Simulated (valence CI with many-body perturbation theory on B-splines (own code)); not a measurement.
Results of a calculation; reference values are marked as such.
**Assign the levels of Si+**

Method: relativistic CI+MBPT: three valence electrons over a frozen Dirac-Fock core [Ne], radial functions for each j: 11 s, 11 p, 9 d, 7 f, 5 g, 2 h, 1 i, with the one-electron correlation potential Σ1, the two-electron term Σ2, the three-electron term Σ3, Breit, model QED; selected CI, second order for the rest (own B-spline code, finite nucleus).

Set against measurement, 28 paired levels are off by 47 cm⁻¹ on average, the worst by 124. These come from a selection out of the NIST Handbook of Basic Atomic Spectroscopic Data. Levels without a partner in it may be off by more.

```tsv
No.	J	Parity	E (cm⁻¹)	g
1	1/2	odd	0.0	0.666
2	3/2	odd	289	1.334
3	1/2	even	42729	2.670
4	3/2	even	42838	1.735
5	5/2	even	43014	1.601
8	1/2	even	65548	2.002
9	1/2	even	76704	2.002
12	1/2	odd	81210	0.666
13	3/2	odd	81270	1.334
14	1/2	even	83827	0.666
15	3/2	even	84029	1.334
16	1/2	even	97953	2.002
17	3/2	even	101040	0.800
18	5/2	even	101042	1.200
```

Energies count from the lowest level. Strongly mixed levels and levels close to another of their J and parity are left out, so the numbers can have gaps.

Give configuration and LS term of each level.

1: 3s2.3p 2P°; 2: 3s2.3p 2P°; 3: 3s.3p2 4P; 4: 3s.3p2 4P; 5: 3s.3p2 4P; 8: 3s2.4s 2S; 9: 3s.3p2 2S; 12: 3s2.4p 2P°; 13: 3s2.4p 2P°; 14: 3s.3p2 2P; 15: 3s.3p2 2P; 16: 3s2.5s 2S; 17: 3s2.4d 2D; 18: 3s2.4d 2D.
